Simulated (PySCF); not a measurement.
Choosing a molecule for a target property.

Each SMILES stands for a single optimised conformer of the isolated species, non-relativistic unless stated; the electronic structure was computed with PySCF and density fitting.

The conformers computed, where there is a choice (atom-mapped SMILES and torsion angles):
- `[CH3:1][C:2](=[O:3])[c:4]1[cH:5][cH:6][cH:7][o:8]1`: C1–C2–C4–C5 180°
- `[CH3:1][C:2](=[O:3])[CH:4]([CH3:5])[CH3:6]`: C1–C2–C4–C5 -149°
- `[CH2:1]=[C:2]([CH2:3][CH3:4])[O:5][CH3:6]`: C1–C2–C3–C4 -99°, C1–C2–O5–C6 2°
- `[CH3:1][CH2:2][C:3](=[O:4])[CH2:5][CH3:6]`: C1–C2–C3–O4 12°, C2–C3–C5–C6 -167°
- `[CH3:1][S:2][c:3]1[p:4][cH:5][p:6][c:7]([S:8][CH3:9])[p:10]1`: C1–S2–C3–P4 0°, P6–C7–S8–C9 0°
- `[CH3:1][CH2:2][S:3][Si@@H:4]([CH2:5][F:6])[CH2:7][SiH3:8]`: C1–C2–S3–Si4 82°, C2–S3–Si4–C5 62°, S3–Si4–C5–F6 166°, S3–Si4–C7–Si8 -62°
- `[CH3:1][CH:2]([CH3:3])[C@@H:4]([CH3:5])[CH2:6][C:7](=[O:8])[Cl:9]`: C1–C2–C4–C5 -74°, C2–C4–C6–C7 163°, C4–C6–C7–O8 -11°

(1) Wanted: HOMO–LUMO gap between 6 eV and 7.3 eV (PBE0/pcSseg-1) and smallest rotational constant below 2.1 GHz (GFN2-xTB), at GFN2-xTB geometries. Which candidate meets both?
A. `CC(=O)C(C)C`
B. `c1pc(SC)pc(p1)SC`
C. `CCC(=O)CC`
D. `C=C(CC)OC`
E. `CC(=O)c1ccco1`

(2) Wanted: dipole moment above 3.3 D (PBE0/pcSseg-1) and HOMO energy below -6.7 eV (PBE0/pcSseg-1), at GFN2-xTB geometries. Which candidate meets both?
A. `CC(=O)c1ccco1`
B. `CCS[Si@@H](CF)C[SiH3]`
C. `CC(C)[C@@H](C)CC(=O)Cl`
D. `C=C(CC)OC`

Answers

(1) C. Computed values:
```csv
species,HOMO–LUMO gap,smallest rotational constant
c1pc(SC)pc(p1)SC,3.83 eV,0.310 GHz
CC(=O)c1ccco1,5.59 eV,1.246 GHz
CC(=O)C(C)C,6.84 eV,2.309 GHz
CCC(=O)CC,6.96 eV,1.698 GHz
C=C(CC)OC,7.58 eV,1.971 GHz
```

(2) A. Computed values:
```
               species  dipole moment  HOMO energy
             C=C(CC)OC         0.68 D     -6.53 eV
 CCS[Si@@H](CF)C[SiH3]         1.77 D     -6.90 eV
CC(C)[C@@H](C)CC(=O)Cl         3.19 D     -8.52 eV
         CC(=O)c1ccco1         3.38 D     -7.13 eV
```
